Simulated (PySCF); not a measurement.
Harmonic spectrum computed at PBE0 in the def2-TZVP basis family (core potentials from Rb on, PySCF, no spin–orbit coupling):

```csv
ω (cm⁻¹),IR (km/mol)
589,74.8
1640,594
1763,56.8
```

Problem. Which molecule gave it? In each, all ligands are bound to the one heavy central atom.
A. TcH₂ (sextet)
B. RhH₂ (doublet)
C. MnH₂ (sextet)
D. WH₂ (quintet)
E. FeH₂ (quintet)

Solution. A. It has C2v symmetry with Tc–H 1.742 Å (×2).
